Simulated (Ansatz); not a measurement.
`O[C](F)(F)[AlH2]` + `[OH][AlH2]` → `[AlH2][O][AlH2]` + `OC(F)F`  (ligand exchange at the Al–C bond)

Program: Ansatz. Geometries: PBE0-D4/def2-TZVP. ΔE: electronic, gas phase. CCSD(T)/CBS is the MP2 limit (def2-TZVPP, def2-QZVPP) plus CCSD(T) − MP2 in def2-TZVPP, frozen cores. This one scheme is used for every species. DFT in def2-TZVPP. B3LYP here is the variant with VWN-RPA as its local correlation; programs differ in this. One conformer a species, not always the lowest.

| level | ΔE (kcal/mol) | difference from CCSD(T)/CBS |
| --- | --- | --- |
| revPBE-D4 | -41.4 | 4.7 |
| PBE0-D4 | -44.6 | 1.5 |
| B3LYP-D4 | -45.5 | 0.6 |
| CAM-B3LYP-D4 | -46.4 | -0.3 |
| ωB97X-V | -45.3 | 0.8 |
| B3LYP | -45.8 | 0.3 |
| r2SCANh | -46.7 | -0.6 |
| r2SCAN0 | -47.5 | -1.4 |
| BHLYP | -48.6 | -2.5 |
| CAM-B3LYP | -46.6 | -0.5 |
| HF/def2-SVP | -52.8 | -6.7 |
| CCSD(T)/def2-SVP | -48.9 | -2.8 |
| MP2/def2-TZVPP | -48.7 | -2.6 |
| SCS-MP2/def2-TZVPP | -48.9 | -2.8 |
| MP2/def2-QZVPP | -48.0 | -1.9 |
| MP2/CBS(def2) | -47.3 | -1.2 |
| CCSD(T)/CBS | -46.1 | 0 |

Largest T1 diagnostic among the species: 0.013.

From PBE to PBE0 (25 % exact exchange), in def2-TZVPP and without D4, ΔE moves by −2.6 kcal/mol. Leaving LDA and LC-ωPBE aside and taking each functional with its dispersion term where it has one, the values, not all of them listed here, spread over 7.2 kcal/mol, from BHLYP-D4 to revPBE-D4.
